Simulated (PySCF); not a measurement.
C5H3FNO2 (charge -1).
Geometry (GFN2-xTB, Å), atoms numbered from 1 in this order:
```xyz
12
C5H3FNO2 angstrom
N      2.2364    1.6201   -0.8494
C      1.5638    0.7311   -0.5809
C      0.8328   -0.4446   -0.2654
F      1.4718   -1.5777   -0.7772
C      0.1679   -0.6273    1.0718
C     -0.6641   -0.4824   -0.1600
C     -1.4718    0.8818   -0.3521
O     -2.4177    0.7976   -1.1334
O     -1.0445    1.8196    0.3211
H      0.2884   -1.5915    1.5482
H      0.1829    0.2308    1.7313
H     -1.1446   -1.3582   -0.5802
```

Computed geometry: GFN2-xTB, gas phase.

Masses are those of the commonest isotopes; rigid-rotor values at the optimised geometry. The values belong to one conformer with, in the numbering `[N:1]#[C:2][C@@:3]1([F:4])[CH2:5][C@H:6]1[C:7](=[O:8])[O-:9]`, C5–C6–C7–O8 -159°.

Problem. Give the principal moments of inertia and the rotational constants in GHz.

Solution. Ia = 202.23, Ib = 372.44, Ic = 462.57 u·Å²; 505379 MHz·u·Å²/I gives 2499, 1357 and 1093 MHz, that is A = 2.4991, B = 1.3569, C = 1.0926 GHz.

Problem. Classify the top.

Solution. An asymmetric top. Ray's parameter κ = (2B − A − C)/(A − C) = -0.624; −1 is the prolate and +1 the oblate limit.

Problem. What does the inertial defect say?

Solution. Not planar: Δ = Ic − Ia − Ib = -112.10 u·Å². For a rigid frame Δ = −2 Σ m c², so Σ m c² = 56.05 u·Å² lies off the ab plane: 7.33 from hydrogen and 48.72 from heavier atoms. The atom farthest from that plane is 2.04 Å away.

Stationary, but not proved a minimum. These are rigid-rotor constants of the computed structure; measured ground-state constants (B0) also hold zero-point vibration.
